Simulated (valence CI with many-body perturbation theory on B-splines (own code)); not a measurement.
## E1 transitions of Hf67+

Computed by relativistic CI+MBPT: three valence electrons over a frozen Dirac-Fock core [He], radial functions for each j: 11 s, 11 p, 9 d, 7 f, 5 g, 2 h, 1 i, with the one-electron correlation potential Σ1 (screened to all orders), the two-electron term Σ2, the three-electron term Σ3, Breit, model QED; selected single and double excitations, second order for the rest (own B-spline code, finite nucleus).

No measured spectrum was set against this ion. As an estimate, large intervals hold to a few tenths of a per cent, small ones and those within an open d or f shell to about a per cent.

Lines 51 to 100 of 285 in falling wavelength, among levels below 12380 eV, chosen from the strongest by gf and those to the six lowest levels. Wavelengths and rates use the calculated energies. Electric multipoles are in the length gauge, E1 and E2 with the static RPA response of the core. Weak lines are less certain than strong ones. Lines between different terms over intervals too small for the method are left out, as are lines whose strength nearly cancels. The highest levels of a list are the least certain.

Levels are named by their leading jj configuration (3d3/2^4 stands for four electrons in 3d with j = 3/2), which in mixed levels can hold well under half, so a name can repeat and another be missing. Letters in brackets count levels of one name in rising energy.

```csv
λ vac (Å),Upper,Lower,A (s⁻¹),S (a.u.)
26.56,(2s 2p3/2 3p3/2) J=3/2 [b],(2s 2p3/2 3s) J=3/2 [b],4.91e+11,1.82e-02
26.53,(2s^2 3p3/2) J=3/2,(2s^2 3s) J=1/2,1.11e+12,4.09e-02
26.45,(2p1/2 2p3/2 3p3/2) J=5/2 [b],(2p1/2 2p3/2 3s) J=3/2 [b],5.00e+11,2.74e-02
26.32,(2s 2p1/2 3p3/2) J=5/2,(2s 2p1/2 3s) J=3/2,1.02e+12,5.48e-02
26.20,(2s 2p3/2 3p3/2) J=3/2 [b],(2s 2p3/2 3s) J=1/2,6.62e+11,2.35e-02
26.18,(2s 2p1/2 3p3/2) J=3/2 [b],(2s 2p1/2 3s) J=3/2,5.35e+11,1.90e-02
25.98,(2s 2p3/2 3p3/2) J=1/2 [b],(2s 2p3/2 3s) J=1/2,9.41e+11,1.63e-02
25.97,(2p1/2 2p3/2 3p3/2) J=5/2 [b],(2p1/2 2p3/2 3s) J=5/2,5.33e+11,2.77e-02
25.57,(2s 2p3/2 3p3/2) J=5/2 [a],(2s 2p3/2 3s) J=5/2,6.77e+11,3.35e-02
25.31,(2p1/2 2p3/2 3p3/2) J=1/2 [b],(2p1/2 2p3/2 3s) J=3/2 [b],1.03e+12,1.66e-02
12.01,(2s^2 2p3/2) J=3/2,(2s 2p1/2^2) J=1/2,2.66e+10,9.11e-05
8.417,(2s 2p1/2 2p3/2) J=3/2 [a],(2s^2 2p1/2) J=1/2,7.40e+10,8.72e-05
8.317,(2s 2p3/2^2) J=5/2,(2s^2 2p3/2) J=3/2,2.01e+12,3.43e-03
8.187,(2p1/2 2p3/2^2) J=3/2,(2s 2p1/2 2p3/2) J=1/2,5.17e+12,5.61e-03
8.078,(2p1/2 2p3/2^2) J=5/2,(2s 2p1/2 2p3/2) J=3/2 [b],6.30e+12,9.84e-03
8.066,(2p1/2 2p3/2 3d3/2) J=5/2 [a],(2s 2p1/2 3d3/2) J=5/2,3.30e+12,5.13e-03
8.047,(2p1/2 2p3/2 3d5/2) J=9/2,(2s 2p1/2 3d5/2) J=7/2,5.44e+12,1.40e-02
8.046,(2p1/2 2p3/2 3s) J=3/2 [b],(2s 2p1/2 3s) J=1/2 [b],4.99e+12,5.13e-03
8.042,(2p1/2 2p3/2 3p3/2) J=7/2,(2s 2p1/2 3p3/2) J=5/2,6.12e+12,1.26e-02
8.039,(2p3/2^3) J=3/2,(2s 2p3/2^2) J=3/2,1.34e+13,1.38e-02
8.007,(2p1/2 2p3/2 3d5/2) J=5/2 [b],(2s 2p1/2 3d5/2) J=3/2,2.61e+12,3.97e-03
8.006,(2s 2p3/2 3d5/2) J=7/2 [b],(2s^2 3d5/2) J=5/2,7.61e+12,1.54e-02
7.995,(2p1/2 2p3/2 3p3/2) J=5/2 [a],(2s 2p1/2 3p3/2) J=3/2 [a],2.56e+12,3.87e-03
7.994,(2s 2p3/2 3p3/2) J=5/2 [b],(2s^2 3p3/2) J=3/2,8.44e+12,1.28e-02
7.992,(2p1/2 2p3/2 3d3/2) J=5/2 [b],(2s 2p1/2 3d3/2) J=3/2 [b],5.43e+12,8.21e-03
7.991,(2p1/2 2p3/2 3d5/2) J=7/2 [a],(2s 2p1/2 3d5/2) J=5/2 [a],4.77e+12,9.61e-03
7.990,(2s 2p3/2 3d3/2) J=3/2 [b],(2s^2 3d3/2) J=3/2,7.35e+12,7.40e-03
7.983,(2p1/2 2p3/2 3d3/2) J=7/2,(2s 2p1/2 3d3/2) J=5/2,5.45e+12,1.09e-02
7.978,(2p1/2 2p3/2 3p1/2) J=5/2,(2s 2p1/2 3p1/2) J=3/2,6.16e+12,9.27e-03
7.971,(2p1/2 2p3/2 3p1/2) J=3/2 [b],(2s 2p1/2 3p1/2) J=1/2 [b],6.27e+12,6.26e-03
7.968,(2p1/2 2p3/2 3d5/2) J=7/2 [b],(2s 2p1/2 3d5/2) J=5/2 [b],2.94e+12,5.87e-03
7.943,(2s 2p3/2 3d3/2) J=5/2 [b],(2s^2 3d3/2) J=3/2,7.68e+12,1.14e-02
7.936,(2p1/2 2p3/2 3s) J=5/2,(2s 2p1/2 3s) J=3/2,6.07e+12,8.99e-03
7.933,(2s 2p3/2 3p1/2) J=1/2,(2s^2 3p1/2) J=1/2,9.16e+12,4.51e-03
7.932,(2p1/2 2p3/2 3p3/2) J=5/2 [a],(2s^2 3d5/2) J=5/2,4.48e+12,6.61e-03
7.931,(2s 2p3/2 3s) J=1/2,(2s^2 3s) J=1/2,9.10e+12,4.48e-03
7.930,(2p1/2 2p3/2 3d5/2) J=3/2 [b],(2s 2p1/2 3d5/2) J=5/2 [b],4.58e+12,4.51e-03
7.926,(2s 2p3/2 3p1/2) J=3/2 [b],(2s^2 3p1/2) J=1/2,8.71e+12,8.56e-03
7.917,(2p1/2 2p3/2 3p3/2) J=5/2 [b],(2s 2p1/2 3p3/2) J=3/2 [b],3.09e+12,4.54e-03
7.914,(2p1/2 2p3/2 3d3/2) J=3/2 [a],(2s 2p1/2 3d3/2) J=3/2 [a],5.17e+12,5.05e-03
7.909,(2p1/2 2p3/2 3d3/2) J=5/2 [a],(2s 2p1/2 3d3/2) J=3/2 [a],2.91e+12,4.27e-03
7.909,(2p1/2 2p3/2 3d5/2) J=7/2 [b],(2s 2p1/2 3d5/2) J=7/2,3.19e+12,6.23e-03
7.905,(2p1/2 2p3/2 3p3/2) J=5/2 [b],(2s 2p1/2 3p3/2) J=5/2,2.83e+12,4.15e-03
7.902,(2p1/2 2p3/2 3p1/2) J=3/2 [a],(2s 2p1/2 3p1/2) J=1/2 [a],3.75e+12,3.65e-03
7.901,(2s 2p3/2 3p3/2) J=3/2 [b],(2s^2 3p3/2) J=3/2,8.65e+12,8.43e-03
7.900,(2s 2p3/2 3d5/2) J=3/2 [b],(2s^2 3d5/2) J=5/2,8.39e+12,8.16e-03
7.899,(2s 2p3/2 3d3/2) J=1/2 [b],(2s^2 3d3/2) J=3/2,9.09e+12,4.42e-03
7.899,(2s 2p3/2 3s) J=3/2 [b],(2s^2 3s) J=1/2,8.57e+12,8.34e-03
7.896,(2s 2p3/2 3d5/2) J=5/2 [b],(2s^2 3d5/2) J=5/2,3.93e+12,5.73e-03
7.887,(2p1/2 2p3/2 3s) J=3/2 [a],(2s 2p1/2 3s) J=1/2 [a],5.18e+12,5.02e-03
```
